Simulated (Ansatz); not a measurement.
Born–Oppenheimer molecular dynamics of AlFH₆N₂S (11 atoms, charge 0, multiplicity 1). It starts at the highest image of a converged band, a first-order saddle point between two minima.

Computed with RKS PBE-D4/6-31G* in Ansatz 0.2.0.

```yaml
ensemble: NVE (velocity Verlet)
time_step: 0.5 fs
steps_asked: 200
starting_velocities_drawn_for: 300 K
seed: 7830
```

Frames 0.5 fs apart, positions in Å, forces in eV/Å.

Velocities at 45.0 fs (Å/ps):

```
Al 2.65 -0.89 -0.95
F -2.54 0.54 2.66
N -1.10 6.88 -0.97
N -2.99 0.68 -3.20
H -4.22 7.24 13.60
S 0.25 -2.43 1.25
H 1.94 0.69 15.32
H 26.53 -17.82 -29.99
H -4.08 2.56 -3.47
H -5.62 2.56 -4.67
H 11.35 -9.17 2.78
```

```xyz
11
Properties=species:S:1:pos:R:3:forces:R:3 time_fs=45.0 energy_less_start_eV=0.119 T=199
Al 0.642 0.069 -0.267 -0.42 0.05 0.72
F 1.138 -1.033 -1.452 -0.08 0.18 -0.05
N 1.274 -0.110 1.434 -0.70 -1.09 0.10
N -1.403 -0.565 -0.303 1.15 -1.92 0.13
H 0.753 1.957 -2.040 -0.07 0.27 -0.04
S 0.285 2.239 -0.788 0.29 -0.46 -0.26
H 1.745 0.665 1.875 0.21 0.38 0.24
H 1.158 -0.893 2.115 0.22 0.73 -0.80
H -1.584 -1.238 0.479 0.18 0.22 -0.73
H -1.566 -1.051 -1.221 -0.06 0.47 0.89
H -2.060 0.172 -0.162 -0.74 1.16 -0.20
11
Properties=species:S:1:pos:R:3:forces:R:3 time_fs=45.5 energy_less_start_eV=0.120 T=198
Al 0.643 0.068 -0.267 -0.44 0.11 0.74
F 1.136 -1.033 -1.450 -0.05 0.14 -0.09
N 1.273 -0.107 1.433 -0.63 -0.96 0.09
N -1.404 -0.565 -0.305 1.36 -2.10 0.09
H 0.750 1.961 -2.033 0.00 0.23 -0.21
S 0.285 2.238 -0.787 0.22 -0.41 -0.10
H 1.746 0.665 1.883 0.15 0.29 0.17
H 1.171 -0.901 2.100 0.21 0.67 -0.70
H -1.586 -1.236 0.477 0.18 0.17 -0.70
H -1.569 -1.049 -1.223 -0.06 0.46 0.87
H -2.055 0.168 -0.161 -0.94 1.40 -0.17
11
Properties=species:S:1:pos:R:3:forces:R:3 time_fs=46.0 energy_less_start_eV=0.111 T=206
Al 0.644 0.068 -0.267 -0.46 0.16 0.76
F 1.135 -1.033 -1.449 -0.03 0.10 -0.13
N 1.272 -0.103 1.433 -0.53 -0.73 0.05
N -1.405 -0.565 -0.306 1.45 -2.04 0.09
H 0.748 1.966 -2.027 0.06 0.20 -0.37
S 0.285 2.237 -0.787 0.16 -0.36 0.06
H 1.748 0.667 1.892 0.07 0.15 0.08
H 1.185 -0.908 2.082 0.19 0.54 -0.56
H -1.587 -1.234 0.472 0.17 0.09 -0.60
H -1.572 -1.046 -1.222 -0.07 0.41 0.77
H -2.053 0.169 -0.160 -1.00 1.48 -0.16
11
Properties=species:S:1:pos:R:3:forces:R:3 time_fs=46.5 energy_less_start_eV=0.094 T=220
Al 0.646 0.067 -0.268 -0.48 0.22 0.77
F 1.134 -1.032 -1.448 -0.01 0.05 -0.17
N 1.272 -0.100 1.433 -0.41 -0.44 0.00
N -1.406 -0.566 -0.308 1.41 -1.73 0.15
H 0.746 1.970 -2.022 0.11 0.16 -0.52
S 0.286 2.236 -0.786 0.10 -0.32 0.21
H 1.749 0.669 1.900 -0.03 0.00 -0.02
H 1.200 -0.913 2.063 0.17 0.37 -0.38
H -1.588 -1.232 0.467 0.13 -0.02 -0.46
H -1.575 -1.042 -1.219 -0.09 0.32 0.60
H -2.053 0.172 -0.159 -0.90 1.38 -0.17
11
Properties=species:S:1:pos:R:3:forces:R:3 time_fs=47.0 energy_less_start_eV=0.075 T=236
Al 0.647 0.067 -0.268 -0.50 0.28 0.78
F 1.133 -1.032 -1.446 0.01 0.01 -0.21
N 1.271 -0.097 1.432 -0.30 -0.11 -0.07
N -1.407 -0.567 -0.309 1.25 -1.21 0.26
H 0.744 1.976 -2.017 0.16 0.14 -0.65
S 0.286 2.234 -0.785 0.04 -0.27 0.33
H 1.751 0.671 1.909 -0.13 -0.14 -0.13
H 1.215 -0.917 2.043 0.16 0.15 -0.18
H -1.589 -1.230 0.460 0.09 -0.15 -0.29
H -1.579 -1.037 -1.215 -0.12 0.21 0.35
H -2.055 0.179 -0.159 -0.66 1.11 -0.21
11
Properties=species:S:1:pos:R:3:forces:R:3 time_fs=47.5 energy_less_start_eV=0.060 T=248
Al 0.648 0.067 -0.268 -0.52 0.33 0.79
F 1.131 -1.032 -1.445 0.04 -0.04 -0.24
N 1.270 -0.094 1.432 -0.21 0.22 -0.15
N -1.407 -0.568 -0.311 1.03 -0.55 0.40
H 0.743 1.982 -2.015 0.20 0.11 -0.74
S 0.286 2.233 -0.785 0.00 -0.24 0.42
H 1.752 0.672 1.917 -0.21 -0.27 -0.23
H 1.230 -0.921 2.023 0.15 -0.08 0.02
H -1.589 -1.228 0.452 0.03 -0.30 -0.08
H -1.582 -1.032 -1.210 -0.16 0.07 0.06
H -2.058 0.189 -0.160 -0.34 0.74 -0.26
11
Properties=species:S:1:pos:R:3:forces:R:3 time_fs=48.0 energy_less_start_eV=0.055 T=253
Al 0.649 0.066 -0.268 -0.54 0.38 0.79
F 1.130 -1.032 -1.444 0.06 -0.08 -0.28
N 1.269 -0.091 1.431 -0.15 0.50 -0.22
N -1.407 -0.569 -0.312 0.78 0.16 0.56
H 0.742 1.988 -2.014 0.21 0.10 -0.78
S 0.286 2.232 -0.784 -0.03 -0.21 0.47
H 1.753 0.673 1.925 -0.27 -0.37 -0.31
H 1.246 -0.925 2.003 0.15 -0.30 0.19
H -1.590 -1.227 0.445 -0.03 -0.44 0.12
H -1.586 -1.027 -1.205 -0.20 -0.08 -0.25
H -2.063 0.200 -0.161 0.01 0.31 -0.30
11
Properties=species:S:1:pos:R:3:forces:R:3 time_fs=48.5 energy_less_start_eV=0.059 T=250
Al 0.650 0.066 -0.268 -0.56 0.43 0.78
F 1.129 -1.031 -1.443 0.08 -0.12 -0.31
N 1.268 -0.088 1.431 -0.11 0.70 -0.27
N -1.407 -0.570 -0.314 0.55 0.83 0.71
H 0.742 1.994 -2.015 0.21 0.10 -0.77
S 0.286 2.230 -0.783 -0.03 -0.19 0.46
H 1.753 0.673 1.931 -0.31 -0.42 -0.36
H 1.262 -0.930 1.983 0.16 -0.46 0.32
H -1.590 -1.227 0.437 -0.09 -0.55 0.31
H -1.591 -1.022 -1.200 -0.24 -0.22 -0.54
H -2.067 0.212 -0.163 0.34 -0.10 -0.34
11
Properties=species:S:1:pos:R:3:forces:R:3 time_fs=49.0 energy_less_start_eV=0.067 T=244
Al 0.651 0.066 -0.268 -0.58 0.48 0.76
F 1.127 -1.031 -1.442 0.10 -0.15 -0.34
N 1.267 -0.085 1.430 -0.11 0.77 -0.28
N -1.408 -0.571 -0.315 0.36 1.38 0.83
H 0.742 2.000 -2.018 0.19 0.10 -0.71
S 0.286 2.229 -0.783 -0.03 -0.17 0.41
H 1.753 0.672 1.938 -0.32 -0.43 -0.38
H 1.278 -0.936 1.964 0.18 -0.55 0.39
H -1.591 -1.229 0.431 -0.14 -0.62 0.46
H -1.596 -1.017 -1.197 -0.27 -0.33 -0.78
H -2.071 0.225 -0.166 0.62 -0.46 -0.35
11
Properties=species:S:1:pos:R:3:forces:R:3 time_fs=49.5 energy_less_start_eV=0.072 T=239
Al 0.652 0.066 -0.268 -0.61 0.51 0.74
F 1.126 -1.031 -1.440 0.13 -0.19 -0.37
N 1.266 -0.082 1.429 -0.14 0.70 -0.27
N -1.408 -0.572 -0.316 0.20 1.76 0.89
H 0.742 2.007 -2.023 0.16 0.11 -0.61
S 0.287 2.228 -0.782 0.00 -0.16 0.31
H 1.752 0.670 1.943 -0.30 -0.40 -0.37
H 1.295 -0.943 1.946 0.19 -0.55 0.40
H -1.592 -1.232 0.425 -0.18 -0.64 0.54
H -1.602 -1.013 -1.196 -0.28 -0.39 -0.92
H -2.073 0.235 -0.169 0.83 -0.75 -0.34
11
Properties=species:S:1:pos:R:3:forces:R:3 time_fs=50.0 energy_less_start_eV=0.071 T=240
Al 0.653 0.065 -0.268 -0.63 0.54 0.72
F 1.125 -1.030 -1.439 0.15 -0.22 -0.39
N 1.265 -0.078 1.429 -0.18 0.49 -0.22
N -1.407 -0.572 -0.317 0.08 1.92 0.88
H 0.743 2.014 -2.029 0.11 0.12 -0.47
S 0.287 2.226 -0.781 0.04 -0.16 0.18
H 1.750 0.667 1.947 -0.25 -0.32 -0.33
H 1.312 -0.952 1.929 0.20 -0.44 0.34
H -1.593 -1.236 0.421 -0.20 -0.59 0.55
H -1.608 -1.010 -1.197 -0.26 -0.40 -0.95
H -2.073 0.244 -0.173 0.96 -0.95 -0.32
11
Properties=species:S:1:pos:R:3:forces:R:3 time_fs=50.5 energy_less_start_eV=0.063 T=247
Al 0.654 0.065 -0.268 -0.65 0.57 0.68
F 1.124 -1.030 -1.438 0.17 -0.26 -0.41
N 1.264 -0.075 1.428 -0.24 0.15 -0.16
N -1.407 -0.572 -0.318 -0.02 1.88 0.81
H 0.744 2.021 -2.036 0.05 0.13 -0.30
S 0.287 2.225 -0.780 0.08 -0.15 0.02
H 1.747 0.663 1.950 -0.17 -0.20 -0.26
H 1.330 -0.961 1.912 0.19 -0.25 0.25
H -1.595 -1.242 0.418 -0.21 -0.48 0.49
H -1.615 -1.008 -1.200 -0.21 -0.34 -0.85
H -2.071 0.251 -0.179 1.01 -1.06 -0.27
```

Of the whole run (100 fs, mean temperature of the second half 187 K): The conserved energy stayed within 0.18 meV per atom of its start (net change 0.044 meV per atom), so the integration is sound. A run of 0.1 ps of so small a system gives no equilibrium averages. The orbitals stay closed-shell, which can raise the energy where a bond breaks towards radicals; this wasn't checked here.

Time of the run: 4.6 min on 2 threads of Intel(R) Xeon(R) Platinum 8488C (Sapphire Rapids), with other jobs on the host, peak memory 0.15 GiB.
